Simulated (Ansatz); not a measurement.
A further run on the cluster V₂O⁺.

```yaml
crystal:
  periodic: [false, false, false]
  atoms:
    - {symbol: V, position_ang: [2.013708, 0.028210, -1.821379]}
    - {symbol: V, position_ang: [0.385164, 0.015265, -0.290509]}
    - {symbol: O, position_ang: [2.057328, 0.342825, -0.019613]}
basis:
  gaussian: {orbitals: cc-pVDZ, fitting: {mean_field: def2-universal-jkfit}}
total_charge: 1
magnetization: {spin_polarized: true, initial_magnetization: 1}
hamiltonian: {xc: {name: SPW92}, pseudopotentials: {relativity: none}}
output: {forces: true}
```

```sh
$ ansatz run in.yaml --threads 4 --pin off --events-out ev --progress --plain --max-ram 3916MiB
```

Shortened log:

```
Functional definition: SPW92
605 factors; integrals over basis functions are off by at most 1.1e-1 eV
mean field evaluation 1: about -53250.1443 eV, gradient 9.7e1 eV
mean field evaluation 2: about -52653.1199 eV, gradient 3.1e2 eV
mean field evaluation 4: about -53051.5682 eV, gradient 2.2e2 eV
mean field evaluation 8: about -53284.2988 eV, gradient 4.4e0 eV
mean field evaluation 16: about -53284.5080 eV, gradient 4.2e0 eV
mean field evaluation 32: about -53244.0516 eV, gradient 1.0e2 eV
mean field evaluation 64: about -53244.6767 eV, gradient 9.4e1 eV
mean field evaluation 96: about -53284.9201 eV, gradient 2.3e-6 eV
mean field evaluation 128: about -52842.4182 eV, gradient 2.8e2 eV
mean field evaluation 160: about -53282.0151 eV, gradient 7.8e0 eV
mean field evaluation 192: about -53283.7693 eV, gradient 8.3e-1 eV
mean field evaluation 224: about -53284.5400 eV, gradient 6.9e-1 eV
mean field evaluation 256: about -53284.1607 eV, gradient 4.0e-1 eV
mean field evaluation 288: about -53284.3640 eV, gradient 5.3e0 eV
mean field evaluation 320: about -53285.0052 eV, gradient 2.2e0 eV
mean field evaluation 352: about -53284.5130 eV, gradient 3.3e-1 eV
mean field evaluation 384: about -53284.3539 eV, gradient 6.2e0 eV
mean field -53285.02851640 eV, -1958.1886800883 hartree, gradient 1.3e-5 eV, S^2 2.205957; 25 other end points of the search recorded, 0 dependent functions left out
reference -53285.02856387 eV, -1958.1886818325 hartree; 27, 26 occupied and 73, 74 virtual orbitals, 605 factors
Total energy: -53285.02856387 eV, -1958.1886818325 hartree
Atom 0 at     2.013708     0.028210    -1.821379 Å, force    -0.759158     0.099929     1.334965 eV/Å
Atom 1 at     0.385164     0.015265    -0.290509 Å, force     1.464780     0.141494    -0.615522 eV/Å
Atom 2 at     2.057328     0.342825    -0.019613 Å, force    -0.705621    -0.241424    -0.719444 eV/Å
Dipole moment:    -0.432758    -0.165955    -0.546135 e Å
```

It took 19 s on 4 threads of Arm Neoverse V2 on a shared host.

The charge 1 doublet is spin-contaminated (final ⟨S²⟩ up to 2.21, 0.75 for a pure state).

The dipole of an ion depends on the origin.
